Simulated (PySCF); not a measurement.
Electron correlation in Ne²⁺ (neon, charge +2)

[He] 2s2 2p3 3s1, high-spin 5S determinant (an excited configuration). Computed with PySCF 2.14 in aug-cc-pVQZ-DK (6s5p4d3f2g, 80 functions), with scalar relativity by spin-free X2C-1e. Frozen: 1s2; 6 electrons correlated.

```tsv
level	correlation energy (mhartree)
CCSD	-139.14
(T)	-1.82
CCSD(T)	-140.96
```

Diagnostics: T1 = 0.0051, D1 = 0.0164, largest double amplitude 0.038.

**Question.** Is a single reference adequate?

**Answer.** Yes: T1 lies below 0.03 and no double amplitude reaches 0.07.
